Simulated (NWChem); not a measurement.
System: C2H3ClFNSi; SMILES C#C[Si@@](N)(F)Cl

```xyz
9

C      0.8171     2.7638     0.0455
C      0.3711     1.6356     0.0319
Si    -0.2983    -0.0464     0.0142
N     -1.3139    -0.2826     1.3558
F     -1.0107    -0.2539    -1.4153
Cl     1.1934    -1.4669     0.0960
H      1.2147     3.7552     0.0561
H     -1.5894    -1.2077     1.6596
H     -1.9686     0.4345     1.6423
```
Atoms are numbered in this order, from 1.

Results from NWChem. Structure relaxed at the B3LYP/6-31G* (spherical d) level. Level: B3LYP/def2-SVP with SMD (1 M gas to 1 M solution), gas-phase geometry. Reactions with the solvent are ignored.

For solvent water:

solvation free energy (kcal/mol): -2.0
cavity-dispersion-structure term (kcal/mol): 5.7

Problem. Estimate the same quantities for solvent dimethyl sulfoxide.

Solution. 
| Property | Value |
|---|---|
| solvation free energy (kcal/mol) | -4.0 |
| cavity-dispersion-structure term (kcal/mol) | 3.6 |
